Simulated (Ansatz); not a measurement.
`[CH3][V]([NH2])(=[O])[OH]` + HCl → `[NH2][V](=[O])([OH])[Cl]` + CH₄  (ligand exchange at a V–C bond)

Gas-phase electronic energies from Ansatz, PBE0-D4/def2-TZVP geometries. CCSD(T)/CBS adds triple-zeta CCSD(T) − MP2 to the extrapolated MP2 energy (def2 sets, frozen cores). This one scheme is used for every species. Functionals use def2-TZVPP. HSE06 is defined as in plane-wave codes. For V outer-core shells are correlated without core-valence functions, which leaves a few kJ/mol of doubt a bond. Scalar relativity is left out up to krypton. Each species was taken in one conformer, which may not be the lowest.

`[CH3][V]([NH2])(=[O])[OH]`:

Cartesian coordinates in Å:
```
C -0.999 -0.154 -1.192
V 0.566 -0.064 0.082
N 0.106 1.165 1.342
O 1.737 0.507 -0.772
O 0.804 -1.703 0.698
H -1.193 0.828 -1.625
H -1.875 -0.504 -0.640
H -0.748 -0.865 -1.983
H 0.494 2.093 1.417
H -0.472 0.939 2.141
H 1.579 -2.243 0.532
```

HCl:

```xyz
2

Cl   -0.603   -0.212   -0.017
H     0.603    0.212    0.017
```

`[NH2][V](=[O])([OH])[Cl]`:

Cartesian coordinates in Å:
```
N -1.141 -0.066 0.625
V 0.209 -0.074 -0.578
O -0.414 0.409 -1.909
O 1.519 1.023 -0.135
Cl 0.989 -2.098 -0.724
H -1.030 -0.337 1.592
H -2.090 0.203 0.412
H 1.957 0.940 0.717
```

CH₄:

```xyz
5

C     0.000    0.000    0.000
H    -0.948    0.367    0.393
H     0.596   -0.411    0.814
H     0.542    0.821   -0.468
H    -0.190   -0.778   -0.739
```

```tsv
level	ΔE (kcal/mol)	difference from CCSD(T)/CBS
PBE-D4	-36.4	-3.4
BLYP-D4	-37.0	-4.0
r2SCANh-D4	-36.7	-3.7
r2SCAN0-D4	-35.6	-2.6
B2PLYP	-39.1	-6.1
PBE-QIDH	-38.0	-5.0
revPBE	-36.7	-3.7
r2SCAN0	-35.6	-2.6
HSE06	-35.1	-2.1
RPA@PBE/def2-TZVPP	-33.2	-0.2
MP2/def2-SVP	-46.9	-13.9
CCSD(T)/def2-SVP	-35.4	-2.4
HF/def2-TZVPP	-32.0	1.0
MP2/def2-QZVPP	-41.9	-8.9
SCS-MP2/def2-QZVPP	-39.3	-6.3
MP2/CBS(def2)	-41.6	-8.6
CCSD(T)/CBS	-33.0	0
```

(1) What do rigid-rotor, harmonic-oscillator terms from PBE0-D4/def2-TZVP frequencies (298.15 K, 1 bar) make of the CCSD(T)/CBS value? (An estimate is asked.)

Largest T1 diagnostic among the species: 0.033, so the coupled-cluster value is less sure than usual.

Answers

(1) Computed: ΔZPE = +2.4 kcal/mol, ΔH = -30.8 kcal/mol, ΔS = -6 J/(mol·K), ΔG = -30.4 kcal/mol.

Leaving LDA and LC-ωPBE aside and taking each functional with its dispersion term where it has one, the values, not all of them listed here, spread over 5.9 kcal/mol, from B2PLYP to ωB97M-V. LDA lies +0.9 kcal/mol from PBE without D4. In def2-TZVPP, CCSD(T) changes the Hartree–Fock value by −1.5 kcal/mol (the triples alone add −2.3 kcal/mol) and MP2 by −10.2 kcal/mol. From PBE to PBE0 (25 % exact exchange), in def2-TZVPP and without D4, ΔE moves by +1.4 kcal/mol.

CCSD(T)/CBS has its own doubt, a few kJ/mol and more with outer-core shells, so smaller differences from it don't rank the levels.
